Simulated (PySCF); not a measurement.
Screening by computed properties: pick the candidate that meets the target.

All species are isolated and taken at one optimised geometry (atoms past krypton carry core potentials, spin–orbit coupling is left out); the electronic structure was computed with PySCF and density fitting.

The conformers computed, where there is a choice (atom-mapped SMILES and torsion angles):
- `[F:1][B:2]([F:3])[BH2-:4][PH3+:5]`: F1–B2–B4–P5 -179°

Task: Wanted: HOMO energy below -8 eV (CAM-B3LYP/def2-SVPD) and electronic spatial extent ⟨r²⟩ about the centre of nuclear charge above 500 bohr² (CAM-B3LYP/def2-SVPD), at PBE0-D3(BJ)/def2-SVP geometries. Which candidate meets both?
A. `[F][Sc]([F])[F]`
B. `FB(F)[BH2-][PH3+]`
C. `C/C=N\C`
D. `C1CNC1`

Result: B. Computed values:
| species | HOMO energy | electronic spatial extent ⟨r²⟩ about the centre of nuclear charge |
| --- | --- | --- |
| [F][Sc]([F])[F] | -12.96 eV | 397 bohr² |
| FB(F)[BH2-][PH3+] | -9.67 eV | 679 bohr² |
| C/C=N\C | -8.35 eV | 319 bohr² |
| C1CNC1 | -7.89 eV | 249 bohr² |

Task: Wanted: vertical ionisation energy below 9 eV (ΔSCF CAM-B3LYP/def2-SVPD) and dipole moment below 3 D (CAM-B3LYP/def2-SVPD), at PBE0-D3(BJ)/def2-SVP geometries. Which candidate meets both?
A. `B1CCCC1`
B. `[H][Sn]([CH3])([CH3])[Br]`
C. `C/C=N\C`
D. `C1CNC1`

Result: D. Computed values:
```
                  species  vertical ionisation energy  dipole moment
                   C1CNC1                     8.90 eV         1.27 D
                  C/C=N\C                     9.23 eV         2.24 D
[H][Sn]([CH3])([CH3])[Br]                     9.93 eV         3.33 D
                  B1CCCC1                    10.65 eV         0.38 D
```

Task: Wanted: lowest singlet excitation between 5.4 eV and 6.04 eV (TDDFT CAM-B3LYP/def2-SVPD) and static isotropic polarisability above 40 au (CAM-B3LYP/def2-SVPD), at PBE0-D3(BJ)/def2-SVP geometries. Which candidate meets both?
A. `C/C=N\C`
B. `[F][Sc]([F])[F]`
C. `C1CNC1`
D. `[H][Sn]([CH3])([CH3])[Br]`

Result: D. Computed values:
```csv
species,lowest singlet excitation,static isotropic polarisability
C/C=N\C,4.91 eV,46.8 au
[H][Sn]([CH3])([CH3])[Br],5.98 eV,88.4 au
C1CNC1,6.09 eV,43.8 au
[F][Sc]([F])[F],7.11 eV,26.9 au
```

Task: Wanted: smallest rotational constant above 4 GHz (PBE0-D3(BJ)/def2-SVP) and lowest triplet excitation (Tamm–Dancoff) above 5.5 eV (TDA CAM-B3LYP/def2-SVPD), at PBE0-D3(BJ)/def2-SVP geometries. Which candidate meets both?
A. `C1NCC1`
B. `FB(F)[BH2-][PH3+]`
C. `B1CCCC1`
D. `C/C=N\C`
E. `[H][Sn]([CH3])([CH3])[Br]`

Result: A. Computed values:
| species | smallest rotational constant | lowest triplet excitation (Tamm–Dancoff) |
| --- | --- | --- |
| [H][Sn]([CH3])([CH3])[Br] | 1.059 GHz | 5.57 eV |
| FB(F)[BH2-][PH3+] | 1.622 GHz | 6.04 eV |
| B1CCCC1 | 3.758 GHz | 5.37 eV |
| C/C=N\C | 4.576 GHz | 4.11 eV |
| C1NCC1 | 6.691 GHz | 5.81 eV |
